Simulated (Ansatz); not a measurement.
Geometry optimisation, DFT LDA, scalar-relativistic, plane waves, PAW in Ansatz.

input.yaml

```yaml
crystal:
  lattice:
    - [0.0, 5.43, 5.43]
    - [5.43, 0.0, 5.43]
    - [5.43, 5.43, 0.0]
  atoms:
    - { symbol: Si, position: [0.0, 0.0, 0.0] }
    - { symbol: Si, position: [0.125, 0.125, 0.125] }
    - { symbol: Si, position: [0.0, 0.0, 0.5] }
    - { symbol: Si, position: [0.125, 0.125, 0.625] }
    - { symbol: Si, position: [0.0, 0.5, 0.0] }
    - { symbol: Si, position: [0.125, 0.625, 0.125] }
    - { symbol: Si, position: [0.0, 0.5, 0.5] }
    - { symbol: Si, position: [0.125, 0.625, 0.625] }
    - { symbol: Si, position: [0.5, 0.0, 0.0] }
    - { symbol: Si, position: [0.625, 0.125, 0.125] }
    - { symbol: Si, position: [0.5, 0.0, 0.5] }
    - { symbol: Si, position: [0.625, 0.125, 0.625] }
    - { symbol: Si, position: [0.5, 0.5, 0.0] }
    - { symbol: Si, position: [0.625, 0.625, 0.125] }
    - { symbol: Si, position: [0.5, 0.5, 0.5] }
    - { symbol: Si, position: [0.625, 0.625, 0.625] }
    - { symbol: As, position: [0.7387265, 0.7530877, 0.2594667], spin: 1.0 }
magnetization:
  spin_polarized: true
basis:
  ecutwfc: 420.0
kpoints:
  mp_grid: { grid: [2, 2, 2] }
hamiltonian:
  xc: lda
  pseudopotentials: { kind: paw, azcp: { folder: soft_1 } }
scf:
  occupations: { method: gaussian, width: 0.02 }
  lower_state_search: "off"
relax:
  f_tol: 0.03
  max_steps: 60
  adjacent_minimum: "off"
```

Command:

```bash
$ ansatz run input.yaml --threads 2 --pin off --max-ram 5120MiB --backend cpu --events-out ev --progress --plain --runs-dir out
```

Q: Where does it end, and by what steps?

A: It converged. Limits of this set-up: coarse k mesh, PAW files made for another functional. After 3 steps the energy has fallen by 0.363 eV; Si16 moved furthest, 0.08 Å.

| step | energy less start (eV) | largest force component (eV/Å) | accepted |
| --- | --- | --- | --- |
| 0 | 0.0000 | 1.153 | yes |
| 1 | -0.3180 | 0.426 | yes |
| 2 | -0.3610 | 0.046 | yes |
| 3 | -0.3627 | 0.006 | yes |

```xyz
17
Lattice="0.0000 5.4300 5.4300 5.4300 0.0000 5.4300 5.4300 5.4300 0.0000" Properties=species:S:1:pos:R:3
Si 0.004 -0.002 0.039
Si 1.374 1.369 1.343
Si 2.716 2.715 -0.001
Si 4.062 4.059 1.342
Si 2.678 -0.001 2.713
Si 4.036 1.399 4.111
Si 5.434 2.757 2.711
Si 6.804 4.059 4.083
Si 0.003 2.672 2.714
Si 1.405 4.028 4.114
Si 2.760 5.430 2.713
Si 4.060 6.801 4.085
Si 2.722 2.714 5.425
Si 4.034 4.029 6.742
Si 5.434 5.431 5.385
Si 6.836 6.832 6.740
As 5.437 5.429 8.140
```

Whether the end is a true minimum wasn't checked by a vibrational analysis.

The run took 31 s on 2 threads of Arm Neoverse V1 (shared host), peak memory 0.68 GiB.
